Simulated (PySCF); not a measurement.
Frontier levels across methods

Compound: C₅H₆BF.
Structure used (PBE0-D3(BJ)/def2-SVP), in Å, numbered top down from 1:
```
atom  x, y, z in Å
C1    -2.3036    0.6616   -0.5556
C2    -2.2054   -0.5798   -0.0565
F3    -3.3301   -1.2927    0.1168
B4    -0.8768   -1.2792    0.3443
C5     0.4475   -0.5707    0.2039
C6     1.5318   -0.0134    0.1075
C7     2.8183    0.6451    0.0079
H8    -3.2705    1.0979   -0.8212
H9    -1.3957    1.2489   -0.6999
H10   -0.9172   -2.4068    0.7762
H11    3.6155   -0.0709   -0.2455
H12    2.8097    1.4426   -0.7512
H13    3.0804    1.1048    0.9746
```

Basis pcSseg-1 throughout (PySCF), one geometry. The structure is a single PBE0-D3(BJ)/def2-SVP conformer in the gas phase; no vibrational or solvent corrections.

**Question.** How do the orbital energies, the gap and the dipole change with the method?

**Answer.** 
| method | kind | HOMO (eV) | LUMO (eV) | gap (eV) | μ (D) | SCF cycles |
| --- | --- | --- | --- | --- | --- | --- |
| B97-D | GGA | -6.37 | -3.06 | 3.31 | 3.43 | 16 |
| PBE | GGA | -6.42 | -3.21 | 3.20 | 3.44 | 17 |
| KT2 | GGA | -6.43 | -3.20 | 3.23 | 3.49 | 17 |
| BP86 | GGA | -6.52 | -3.30 | 3.23 | 3.47 | 16 |
| LDA | LDA | -6.58 | -3.46 | 3.11 | 3.61 | 17 |
| B97-2 | global hybrid | -7.32 | -2.38 | 4.94 | 3.51 | 14 |
| BHandHLYP | global hybrid | -8.55 | -1.38 | 7.17 | 3.59 | 14 |
| wB97X-D | range-separated hybrid | -9.40 | -0.62 | 8.78 | 3.52 | 14 |

The HOMO spans 3.03 eV, from B97-D down to wB97X-D, and the gap runs from 3.11 eV (LDA) to 8.78 eV (wB97X-D). Over the methods B97-D (0 %), PBE (0 %), KT2 (0 %), BP86 (0 %), LDA (0 %), B97-2 (21 %), BHandHLYP (50 %), a straight line through the gap against the share of exact exchange rises by 0.79 eV for each 10 % (correlation coefficient 0.999). The dipole ranges from 3.43 D (B97-D) to 3.61 D (LDA). This basis has no diffuse functions.
